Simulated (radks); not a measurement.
Results of a calculation; reference values are marked as such.
Q: These are the eigenvalues of the occupied orbitals of an atom or ion with whole-number occupations (eV). Code: a radial shooting solver on a logarithmic mesh with Libxc functionals. Model: Dirac Kohn-Sham, PBEsol, spin-unpolarised, spherical densities, finite nucleus; Fermi nuclear charge, rms radius of each element as measured or else 0.836 A^(1/3) + 0.57 fm.

| orbital | eigenvalue |
|---|---|
| 1s1/2 | -40222.55 |
| 2s1/2 | -6445.873 |
| 2p1/2 | -6087.465 |
| 2p3/2 | -5641.175 |
| 3s1/2 | -1395.075 |
| 3p1/2 | -1243.158 |
| 3p3/2 | -1155.468 |
| 3d3/2 | -889.4823 |
| 3d5/2 | -870.6431 |
| 4s1/2 | -289.3857 |
| 4p1/2 | -232.9559 |
| 4p3/2 | -214.0677 |
| 4d3/2 | -121.3512 |
| 4d5/2 | -118.0398 |
| 5s1/2 | -48.7488 |
| 5p1/2 | -32.9870 |
| 5p3/2 | -30.0647 |
| 4f5/2 | -14.3425 |
| 4f7/2 | -13.9960 |
| 5d3/2 | -9.3411 |
| 5d5/2 | -9.0590 |
| 6s1/2 | -8.0087 |
| 5f5/2 | -0.4150 |
| 5f7/2 | -0.4148 |

Which element is it, and in what charge state? The configuration may be excited. Open shells, if any, are shared by 2j + 1.

A: Z = 58, cerium, charge 0: Ce in [Kr] 4d10 4f1 5s2 5p5 5d1 6s2 5f1. The list shows which subshells hold electrons but not how many an open one holds; the 1s level, -1478.2 hartree, gives Z - s = 54.4 by -(Z - s)^2/2, which with screening and relativity narrows Z to a few neighbours, and the depths of the outer levels then fix element, charge and occupations together.
